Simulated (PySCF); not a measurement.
Gas-phase reaction: HfO2 + Cl2 + 2 HOCl → HfCl4.H2O + O3

Method: PySCF energies plus ideal-gas RRHO corrections (1 bar). † marks an energy on the PBE0/def2-TZVP geometry and frequencies; other levels use their own. MP2 freezes the core. All species are closed-shell singlets. Hf: scalar-relativistic def2 core potential, no spin-orbit coupling. Adducts (HfCl4.H2O) have no counterpoise correction, and HF, PBE, BLYP, B3LYP and PBE0 lack dispersion. HfCl4.H2O: computed as isolated molecules; such fragments, hydroxides, amides, oligomers or adducts are transient or little studied in the gas. MP2 isn't extrapolated to the basis-set limit; its ΔH°(298 K) is -779.6 kJ in def2-SVP and -711.0 kJ in def2-TZVPP. The harmonic model lacks anharmonicity and excited electronic states, which grow with temperature; levels with a mode under 35 cm⁻¹ are left out. Strong static correlation: O3. Soft modes under 120 cm⁻¹ make the harmonic entropy rough for HfCl4.H2O.

```
level               ΔE electronic, kJ  ΔH°(298 K), kJ  ΔS°(298 K), J/K  ΔG°(2500 K), kJ
------------------  -----------------  --------------  ---------------  ---------------
MP2/def2-TZVPP†                  -723            -711             -286              -83
PBE/def2-SVP                     -766            -754             -287             -123
PBE/def2-TZVP†                   -663            -651             -286              -23
PBE0/def2-QZVP†                  -667            -655             -286              -27
ωB97X-V/def2-TZVP†               -708            -696             -286              -68
```
ΔH° is lowest at PBE/def2-SVP and highest at PBE/def2-TZVP†. No reference value is set beside these.
